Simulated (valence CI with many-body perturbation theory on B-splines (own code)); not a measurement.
**Level structure of W25+**

Level of theory: relativistic CI+MBPT: three valence electrons over a frozen Dirac-Fock core [Kr] 4d10, radial functions for each j: 7 s, 7 p, 7 d, 7 f, 4 g, 2 h, with the one-electron correlation potential Σ1 (screened to all orders), the two-electron term Σ2, the three-electron term Σ3, Breit, model QED; selected single and double excitations, second order for the rest, scaled by the run's own slope (own B-spline code, finite nucleus).

No measured spectrum was set against this ion. As an estimate, terms of the open shell hold to a few per cent of their energy, and close levels can change places. Excitations out of the core, of the other parity, are not computed and may begin above about 162 eV (a cautious bound); beyond it only levels of the ground parity were kept, without lifetimes.

Levels 46 to 90 of 136, with energies above the lowest level, (4f5/2^3) J=9/2. "Leading %" is the weight of the configuration and term that name the level; weights of strongly mixed levels are sums over their largest components and can fall short. In the jj column 3d3/2^4 stands for four electrons in 3d with j = 3/2.

```csv
No.,Configuration,Term,J,E (eV),Leading %,Second component,Leading jj
46,4f2.5s,4H,11/2,115.07,88,12 % 4f2.5s 2H,4f5/2 4f7/2 5s (97 %)
47,4f2.5s,2H,9/2,115.54,49,42 % 4f2.5s 4H,4f5/2 4f7/2 5s (93 %)
48,4f2.5s,4F,7/2,116.40,86,11 % 4f2.5s 2G,4f5/2 4f7/2 5s (98 %)
49,4f2.5s,4F,9/2,116.70,49,33 % 4f2.5s 2G,4f5/2 4f7/2 5s (98 %)
50,4f2.5s,2F,5/2,117.25,65,31 % 4f2.5s 4F,4f5/2 4f7/2 5s (91 %)
51,4f2.5s,2G,7/2,117.33,47,41 % 4f2.5s 2F,4f5/2 4f7/2 5s (95 %)
52,4f2.5s,4H,13/2,117.44,94,6 % 4f2.5s 2I,4f7/2^2 5s (66 %)
53,4f2.5s,2H,11/2,118.70,81,10 % 4f2.5s 4H,4f7/2^2 5s (56 %)
54,4f2.5s,2G,9/2,120.27,49,47 % 4f2.5s 4F,4f7/2^2 5s (98 %)
55,4f2.5s,2D,5/2,120.61,47,40 % 4f2.5s 4P,4f5/2 4f7/2 5s (84 %)
56,4f2.5s,4P,1/2,120.79,85,8 % 4f2.5s 2P,4f5/2^2 5s (75 %)
57,4f2.5s,2D,3/2,120.84,59,16 % 4f2.5s 4P,4f5/2 4f7/2 5s (74 %)
58,4f2.5s,2F,7/2,121.01,58,32 % 4f2.5s 2G,4f7/2^2 5s (98 %)
59,4f2.5s,4P,3/2,122.26,79,14 % 4f2.5s 2P,4f5/2 4f7/2 5s (94 %)
60,4f2.5s,2I,13/2,122.87,94,6 % 4f2.5s 4H,4f5/2 4f7/2 5s (66 %)
61,4f2.5s,2I,11/2,122.96,91,7 % 4f2.5s 2H,4f5/2 4f7/2 5s (59 %)
62,4f2.5s,2P,1/2,123.28,89,10 % 4f2.5s 4P,4f5/2 4f7/2 5s (91 %)
63,4f2.5s,4P,5/2,124.62,59,38 % 4f2.5s 2D,4f7/2^2 5s (93 %)
64,4f2.5s,2P,3/2,125.57,71,24 % 4f2.5s 2D,4f7/2^2 5s (82 %)
65,4f2.5s,2S,1/2,133.84,92,5 % 4f2.5s 4P,4f7/2^2 5s (83 %)
66,4f2.5p,4I°,9/2,154.17,59,31 % 4f2.5p 2H°,4f5/2^2 5p1/2 (98 %)
67,4f2.5p,4H°,7/2,155.31,42,34 % 4f2.5p 2G°,4f5/2^2 5p1/2 (95 %)
68,4f2.5p,4G°,5/2,156.70,64,29 % 4f2.5p 2F°,4f5/2^2 5p1/2 (88 %)
69,4f2.5p,2D°,3/2,157.26,44,38 % 4f2.5p 4F°,4f5/2^2 5p1/2 (84 %)
70,4f2.5p,4I°,11/2,157.88,52,17 % 4f2.5p 2I°,4f5/2 4f7/2 5p1/2 (100 %)
71,4f2.5p,4H°,9/2,158.00,36,28 % 4f2.5p 4G°,4f5/2 4f7/2 5p1/2 (99 %)
72,4f2.5p,4G°,7/2,159.09,37,18 % 4f2.5p 4F°,4f5/2 4f7/2 5p1/2 (98 %)
73,4f2.5p,4F°,5/2,159.46,36,28 % 4f2.5p 4D°,4f5/2 4f7/2 5p1/2 (99 %)
74,4f2.5p,2H°,9/2,159.61,34,29 % 4f2.5p 2G°,4f5/2 4f7/2 5p1/2 (98 %)
75,4f2.5p,2F°,7/2,160.11,36,23 % 4f2.5p 4D°,4f5/2 4f7/2 5p1/2 (97 %)
76,4f2.5p,4G°,11/2,160.67,53,23 % 4f2.5p 2H°,4f7/2^2 5p1/2 (66 %)
77,4f2.5p,2I°,13/2,160.84,39,29 % 4f2.5p 4H°,4f7/2^2 5p1/2 (56 %)
78,4f2.5p,2D°,3/2,163.16,32,28 % 4f2.5p 2P°,4f5/2 4f7/2 5p1/2 (78 %)
79,4f2.5p,2F°,7/2,163.16,33,31 % 4f2.5p 4D°,4f7/2^2 5p1/2 (99 %)
80,4f2.5p,4D°,1/2,163.41,52,16 % 4f2.5p 2P°,4f5/2^2 5p1/2 (82 %)
81,4f2.5p,2F°,5/2,163.44,43,25 % 4f2.5p 2D°,4f5/2 4f7/2 5p1/2 (81 %)
82,4f2.5p,2G°,9/2,163.62,33,32 % 4f2.5p 2H°,4f7/2^2 5p1/2 (99 %)
83,4f2.5p,4P°,1/2,164.57,42,29 % 4f2.5p 4D°,4f5/2 4f7/2 5p1/2 (99 %)
84,4f2.5p,4D°,3/2,165.40,54,21 % 4f2.5p 2P°,4f5/2 4f7/2 5p1/2 (96 %)
85,4f2.5p,2H°,11/2,165.56,49,46 % 4f2.5p 2I°,4f5/2 4f7/2 5p1/2 (66 %)
86,4f2.5p,2K°,13/2,165.66,57,35 % 4f2.5p 2I°,4f5/2 4f7/2 5p1/2 (56 %)
87,4f2.5p,2P°,3/2,167.56,27,25 % 4f2.5p 4S°,4f7/2^2 5p1/2 (89 %)
88,4f2.5p,2D°,5/2,167.73,34,28 % 4f2.5p 2F°,4f7/2^2 5p1/2 (90 %)
89,4f2.5p,2P°,1/2,176.23,92,5 % 4f2.5p 4D°,4f7/2^2 5p1/2 (80 %)
90,4f2.5p,4H°,7/2,179.80,39,24 % 4f2.5p 2G°,4f5/2^2 5p3/2 (96 %)
```

Where two levels of one J and parity lie close, their mixing, g and order are uncertain.
